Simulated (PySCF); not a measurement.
C2H5FOSi2, SMILES O=C1C[SiH2][Si@@H]1F.

The structure is a stationary point at B3LYP-D3(BJ)/def2-SVP. The structure was generated by enumeration; whether it is a known compound was not checked.

Computed with TDA-PBE/def2-SVPD (PySCF 2.14.0).

Vertical excitations. 

| state | energy (eV) | λ (nm) | f | main pairs |
|---|---|---|---|---|
| S1 | 2.68 | 463 | 0.001 | HOMO→LUMO 99 % |
| S2 | 4.19 | 296 | 0.004 | HOMO−1→LUMO 98 % |
| S3 | 4.78 | 259 | 0.027 | HOMO→LUMO+1 92 % |
| S4 | 4.97 | 250 | 0.013 | HOMO→LUMO+3 49 %, HOMO→LUMO+2 47 % |
| S5 | 5.11 | 243 | 0.025 | HOMO→LUMO+3 43 %, HOMO→LUMO+2 38 %, HOMO−2→LUMO 14 % |
| S6 | 5.42 | 229 | 0.022 | HOMO−2→LUMO 56 %, HOMO→LUMO+4 33 % |
| S7 | 5.60 | 222 | 0.059 | HOMO→LUMO+4 59 %, HOMO−2→LUMO 20 % |
| S8 | 5.79 | 214 | 0.018 | HOMO−3→LUMO 92 % |
| S9 | 5.93 | 209 | 0.002 | HOMO→LUMO+5 94 % |
| S10 | 6.24 | 199 | 0.052 | HOMO→LUMO+6 86 % |
| T1 | 2.14 | 581 | 0 | HOMO→LUMO 100 % |
| T2 | 3.80 | 326 | 0 | HOMO−1→LUMO 99 % |
| T3 | 4.41 | 281 | 0 | HOMO→LUMO+1 98 % |
| T4 | 4.66 | 266 | 0 | HOMO→LUMO+2 96 % |
Triplets are in the Tamm–Dancoff approximation.
